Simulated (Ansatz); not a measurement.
Consider the formal exchange of groups at the Al–N bond: `C[N](C)[Al]([OH])[OH]` + acetylene → `C#[C][Al]([OH])[OH]` + dimethylamine.

Computed with Ansatz on PBE0-D4/def2-TZVP structures; ΔE is electronic, products minus reactants. CBS: MP2 limit from def2 TZ/QZ plus the TZ coupled-cluster correction, frozen cores. This one scheme is used for every species. Functionals use def2-TZVPP. B3LYP here is the variant with VWN-RPA as its local correlation; programs differ in this. HSE06 is defined as in plane-wave codes. Each species was taken in one conformer, which may not be the lowest.

```
             level  ΔE (kJ/mol)
         revPBE-D4         13.4
          HSE06-D4         13.7
      CAM-B3LYP-D4         20.0
              PBE0         10.1
             B3LYP         11.2
           r2SCAN0         13.8
RPA@PBE/def2-TZVPP         14.4
     HF/def2-TZVPP          6.4
```

Q: What does CCSD(T)/CBS give? (Estimate.)

A: Computed: +17.6 kJ/mol. The listed levels differ from it by -4.2, -3.9, 2.4, -7.5, -6.4, -3.8, -3.2, -11.2 kJ/mol.

Largest T1 diagnostic among the species: 0.013.

From BLYP to BHLYP (50 % exact exchange), in def2-TZVPP and without D4, ΔE moves by +3.1 kJ/mol. In def2-TZVPP, CCSD(T) changes the Hartree–Fock value by +10.2 kJ/mol (the triples alone add +0.4 kJ/mol) and MP2 by +11.9 kJ/mol.
